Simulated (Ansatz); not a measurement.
AlBrFH₂N, SMILES `[NH2][Al]([F])[Br]`, relaxed with RKS PBE-D4/def2-SVP in the Gaussian-basis code of Ansatz from a rough embedded geometry. The force threshold is 0.03 eV/Å; the program also tests the step.

Total charge 0; spin multiplicity 1.

Start:

```xyz
6

N     0.872    0.579    0.485
Al   -0.425   -0.469   -0.322
F    -2.043    0.204   -0.560
Br   -0.009   -2.654   -0.989
H     1.028    1.446   -0.060
H     0.577    0.895    1.445
```

| step | energy (eV) | largest force (eV/Å) | largest move (Å) |
| --- | --- | --- | --- |
| 1 | -80854.5977 | 1.875 | 0.000 |
| 2 | -80854.7438 | 1.130 | 0.105 |
| 3 | -80854.7925 | 0.256 | 0.030 |
| 4 | -80854.8017 | 0.166 | 0.021 |
| 5 | -80854.8101 | 0.433 | 0.070 |
| 6 | -80854.8129 | 0.417 | 0.039 |
| 7 | -80854.8373 | 0.393 | 0.177 |
| 8 (rejected) | -80854.8323 | 1.685 | 0.194 |
| 9 | -80854.8690 | 0.423 | 0.097 |
| 10 | -80854.9092 | 0.501 | 0.098 |
| 11 | -80854.9693 | 0.632 | 0.150 |
| 12 | -80855.0429 | 0.606 | 0.182 |
| 13 | -80855.1161 | 0.333 | 0.200 |
| 14 | -80855.1426 | 0.181 | 0.170 |
| 15 | -80855.1433 | 0.076 | 0.035 |
| 16 | -80855.1435 | 0.105 | 0.012 |
| 17 | -80855.1438 | 0.034 | 0.005 |
| 18 | -80855.1439 | 0.005 | 0.002 |

End:

```xyz
6

N     0.595    0.692    0.463
Al   -0.513   -0.398   -0.372
F    -1.875    0.220   -1.121
Br   -0.123   -2.615   -0.447
H     0.472    1.704    0.532
H     1.445    0.396    0.944
```

Run time 23 s (2 threads of a server CPU on a shared host); peak host memory 0.17 GiB.
